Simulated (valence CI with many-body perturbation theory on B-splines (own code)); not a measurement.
## E1 transitions of Sb III

Level of theory: configuration interaction combined with many-body perturbation theory (CI+MBPT): three valence electrons over a frozen Dirac-Fock core [Kr] 4d10, a basis of 11 s, 11 p, 10 d, 8 f, 5 g, 2 h functions for each j, with the one-electron correlation potential Σ1 (screened to all orders), the two-electron term Σ2, the three-electron term Σ3, Breit, model QED; selected single and double excitations, second order for the rest, scaled by the run's own slope (own B-spline code, finite nucleus).

Set against measurement, 16 paired levels are off by 231 cm⁻¹ on average, the worst by 795. These come from a selection out of Moore, Atomic Energy Levels, vol. III, NSRDS-NBS 35 (1971 reprint of NBS Circular 467, 1958), an old analysis. Levels without a partner in it may be off by more. 1 measured level below the end of the list, from 163388 cm⁻¹ on, found no clear computed partner, and computed levels of the same name lie up to 1286 cm⁻¹ from them.

Lines 251 to 300 of 570 in falling wavelength, among levels below 22.819 eV, chosen from the strongest by gf and those to the six lowest levels. Wavelengths and rates use the calculated energies, so an error of 200 cm⁻¹ moves a line at 363.8 nm by 0.73 % and its rate by three times that or more. Electric multipoles are in the length gauge, E1 and E2 with the static RPA response of the core. Weak lines are less certain than strong ones. Lines between different terms over intervals too small for the method are left out, as are lines whose strength nearly cancels. Where a level lies close to another of its J and parity, the split of strength between their lines is uncertain. The highest levels of a list are the least certain.

Names give the largest LS component (configuration and term), which can be under half, so a name can repeat, a term be missing and a line seem to break the LS rules; names also repeat where a configuration has a term twice. Letters in brackets count levels of one name in rising energy.

| λ vac (nm) | λ from measured levels | Upper | Lower | A (s⁻¹) | log gf | Branch % |
| --- | --- | --- | --- | --- | --- | --- |
| 384.2 |  | 5s2.8d 2D_3/2 | 5s2.7p 2P°_1/2 | 3.40e+07 | -0.52 | 14.8 |
| 383.8 |  | 5s.5p.6p 4D_5/2 | 5s.5p.5d 4F°_7/2 | 1.21e+08 | 0.20 | 38.8 |
| 377.1 |  | 5s.5p.6p 4D_3/2 | 5s.5p.5d 4F°_3/2 | 1.18e+07 | -1.00 | 3.9 |
| 370.2 |  | 5s.5p.6p 4P_3/2 | 5s.5p.6s 4P°_1/2 | 9.78e+06 | -1.09 | 3.5 |
| 369.5 |  | 5s.5p.6p 4D_3/2 | 5p3 4S°_3/2 | 1.25e+07 | -0.99 | 4.1 |
| 369.4 |  | 5s2.5g 2G_7/2 | 4f.5s2 2F°_5/2 | 3.41e+08 | 0.75 | 96.0 |
| 368.6 |  | 5s2.5g 2G_9/2 | 4f.5s2 2F°_7/2 | 3.54e+08 | 0.86 | 99.5 |
| 368.6 |  | 5s2.5g 2G_7/2 | 4f.5s2 2F°_7/2 | 1.26e+07 | -0.69 | 3.6 |
| 366.7 |  | 5s.5p.6p 2P_3/2 | 5s.5p.5d 4F°_5/2 | 9.47e+06 | -1.12 | 3.1 |
| 363.8 | 352.0 | 5s2.7s 2S_1/2 | 5s2.6p 2P°_1/2 | 1.25e+08 | -0.30 | 9.5 |
| 357.1 |  | 5s2.8p 2P°_3/2 | 5s2.7s 2S_1/2 | 2.36e+06 | -1.74 | 0.3 |
| 356.7 |  | 5s.5p.6p 4D_5/2 | 5s.5p.5d 4F°_5/2 | 1.78e+07 | -0.69 | 5.7 |
| 354.1 | 353.4 | 5s2.6d 2D_3/2 | 5s2.6p 2P°_3/2 | 6.16e+07 | -0.33 | 5.2 |
| 351.2 | 350.5 | 5s2.6d 2D_5/2 | 5s2.6p 2P°_3/2 | 3.72e+08 | 0.62 | 34.9 |
| 350.8 |  | 5s.5p.6p 2P_3/2 | 5s2.7p 2P°_3/2 | 3.44e+06 | -1.60 | 1.1 |
| 346.1 |  | 5s.5p.6p 4P_1/2 | 5s.5p.5d 4F°_3/2 | 3.93e+06 | -1.85 | 1.4 |
| 345.8 |  | 5s2.6f 2F°_7/2 | 5s2.6d 2D_5/2 | 1.05e+07 | -0.82 | 2.2 |
| 345.5 |  | 5s2.6f 2F°_5/2 | 5s2.6d 2D_3/2 | 8.75e+06 | -1.03 | 4.0 |
| 343.7 |  | 5s2.7d 2D_5/2 | 4f.5s2 2F°_7/2 | 1.57e+06 | -1.78 | 0.4 |
| 341.3 |  | 5s.5p.6p 2P_3/2 | 5s2.7p 2P°_1/2 | 3.04e+06 | -1.67 | 1.0 |
| 336.9 |  | 5s.5p.6p 2P_1/2 | 5s.5p.5d 4F°_3/2 | 3.78e+07 | -0.89 | 13.3 |
| 334.9 |  | 5s.5p.6p 2P_1/2 | 5s2.7p 2P°_3/2 | 4.95e+06 | -1.78 | 1.7 |
| 334.6 | 333.8 | 5s2.6d 2D_3/2 | 5s2.6p 2P°_1/2 | 3.32e+08 | 0.35 | 27.9 |
| 330.8 |  | 5s.5p.6p 2P_1/2 | 5p3 4S°_3/2 | 6.70e+06 | -1.66 | 2.4 |
| 328.3 |  | 5s.5p.6p 4P_3/2 | 5s.5p.5d 4F°_5/2 | 5.64e+06 | -1.44 | 2.0 |
| 326.2 |  | 5s.5p.6p 2P_1/2 | 5s2.7p 2P°_1/2 | 4.79e+06 | -1.82 | 1.7 |
| 317.9 |  | 5s.5p.6p 4D_3/2 | 5s.5p.5d 2D°_5/2 [a] | 1.90e+07 | -0.94 | 6.2 |
| 317.9 |  | 5s.5p.6p 4D_1/2 | 5p3 2D°_3/2 | 4.44e+07 | -0.87 | 15.1 |
| 311.5 |  | 5s2.10s 2S_1/2 | 5s2.7p 2P°_3/2 | 1.65e+07 | -1.32 | 5.8 |
| 307.9 |  | 5s2.10s 2S_1/2 | 5p3 4S°_3/2 | 3.92e+06 | -1.95 | 1.4 |
| 307.7 |  | 5s.5p.6p 4P_3/2 | 5s2.7p 2P°_1/2 | 5.18e+06 | -1.53 | 1.9 |
| 303.9 |  | 5s2.10s 2S_1/2 | 5s2.7p 2P°_1/2 | 1.12e+07 | -1.51 | 3.9 |
| 300.6 |  | 5s.5p.6p 2P_3/2 | 5s.5p.5d 2D°_5/2 [a] | 6.32e+07 | -0.47 | 21.0 |
| 293.8 |  | 5s.5p.6p 4D_5/2 | 5s.5p.5d 2D°_5/2 [a] | 2.58e+06 | -1.70 | 0.8 |
| 292.3 | 291.4 | 4f.5s2 2F°_5/2 | 5s.5p2 2P_3/2 | 5.96e+07 | -0.34 | 7.4 |
| 287.4 |  | 5s2.9p 2P°_3/2 | 5s2.6d 2D_5/2 | 3.10e+06 | -1.81 | 5.4 |
| 280.8 |  | 5s.5p.6p 4P_1/2 | 5p3 2D°_3/2 | 2.31e+07 | -1.26 | 8.3 |
| 279.7 | 279.1 | 4f.5s2 2F°_7/2 | 5s2.5d 2D_5/2 | 3.27e+08 | 0.49 | 40.7 |
| 279.2 | 278.7 | 4f.5s2 2F°_5/2 | 5s2.5d 2D_5/2 | 2.22e+07 | -0.81 | 2.7 |
| 274.7 |  | 5s.5p.6p 2P_1/2 | 5p3 2D°_3/2 | 9.93e+07 | -0.65 | 34.8 |
| 274.3 |  | 5s.5p.6p 4P_3/2 | 5s.5p.5d 2D°_5/2 [a] | 2.84e+07 | -0.89 | 10.2 |
| 267.6 | 267.0 | 4f.5s2 2F°_5/2 | 5s2.5d 2D_3/2 | 2.72e+08 | 0.24 | 33.7 |
| 261.4 |  | 5s.5p.6p 4P_3/2 | 5p3 2D°_3/2 | 7.06e+06 | -1.54 | 2.5 |
| 259.4 | 261.8 | 5s2.6p 2P°_1/2 | 5s.5p2 2D_3/2 | 1.01e+08 | -0.69 | 39.7 |
| 257.0 | 259.1 | 5s2.6p 2P°_3/2 | 5s.5p2 2D_5/2 | 9.28e+07 | -0.43 | 31.5 |
| 253.2 |  | 5s2.6g 2G_7/2 | 4f.5s2 2F°_5/2 | 1.24e+08 | -0.02 | 64.4 |
| 252.8 |  | 5s2.6g 2G_9/2 | 4f.5s2 2F°_7/2 | 1.29e+08 | 0.09 | 67.0 |
| 252.8 |  | 5s2.6g 2G_7/2 | 4f.5s2 2F°_7/2 | 4.63e+06 | -1.45 | 2.4 |
| 248.8 | 250.8 | 5s2.6p 2P°_3/2 | 5s.5p2 2D_3/2 | 1.06e+07 | -1.40 | 3.6 |
| 246.1 |  | 5s2.8d 2D_3/2 | 4f.5s2 2F°_5/2 | 3.25e+06 | -1.93 | 1.4 |

Question: How does gf follow from A for the line at 334.9 nm?

Answer: gf = 1.4992 × (2J+1)_upper × A / σ², with σ = 29856 cm⁻¹ and 2J+1 = 2: gf = 0.0166.
